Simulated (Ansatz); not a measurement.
Gas-phase electronic energies from Ansatz, PBE0-D4/def2-TZVP geometries. CCSD(T)/CBS adds triple-zeta CCSD(T) − MP2 to the extrapolated MP2 energy (def2 sets, frozen cores). This one scheme is used for every species. Functionals use def2-TZVPP. B3LYP here is the variant with VWN-RPA as its local correlation; programs differ in this. Open shells (•) are unrestricted, without spin–orbit coupling. One conformer a species, not always the lowest.

`B[SiH2]C[SiH3]` → `[BH2]`• + `[SiH2]C[SiH3]`•  (homolysis of the B–Si bond)

`B[SiH2]C[SiH3]`:

Cartesian coordinates in Å:
```
B -1.654 -2.162 -0.336
Si -0.007 -1.016 -0.222
C -0.293 0.810 0.111
Si 1.274 1.810 0.319
H -1.561 -3.297 -0.706
H -2.742 -1.777 -0.021
H 0.804 -1.169 -1.466
H 0.811 -1.596 0.890
H -0.878 1.233 -0.713
H -0.903 0.912 1.016
H 2.116 1.708 -0.904
H 2.060 1.296 1.473
H 0.973 3.248 0.560
```

`[BH2]`•:

Z-matrix (Å, degrees):
```
B
H 1 1.191
H 1 1.191 2 129.5
```

`[SiH2]C[SiH3]`•:

Cartesian coordinates in Å:
```
Si 0.498 -0.757 -1.513
C -0.655 -0.011 -0.237
Si 0.154 0.306 1.423
H 1.625 0.165 -1.824
H -0.211 -1.131 -2.770
H -1.050 0.935 -0.627
H -1.508 -0.682 -0.093
H 1.352 1.171 1.251
H 0.584 -0.979 2.035
H -0.788 0.984 2.353
```

CCSD(T)/CBS gives +3.92 eV.

Question: Another level gave +3.80 eV. Which?
A. HF/def2-TZVPP
B. ωB97M-V/def2-TZVPP
C. PBE-D4/def2-TZVPP
D. B3LYP-D4/def2-TZVPP

Answer: C. PBE-D4 3.80, HF/def2-TZVPP 2.82, B3LYP-D4 3.75, ωB97M-V 3.98 eV.

Largest T1 diagnostic among the species: 0.013.

In def2-TZVPP, CCSD(T) changes the Hartree–Fock value by +0.99 eV (the triples alone add +0.07 eV) and MP2 by +0.97 eV; breaking electron pairs costs correlation energy, which Hartree–Fock lacks. The D4 term adds +0.08 eV with B3LYP and +0.04 eV with PBE0; it sums over pairs of atoms, weighted by their polarisabilities, and B3LYP, whose exchange is more repulsive, gets the larger term.
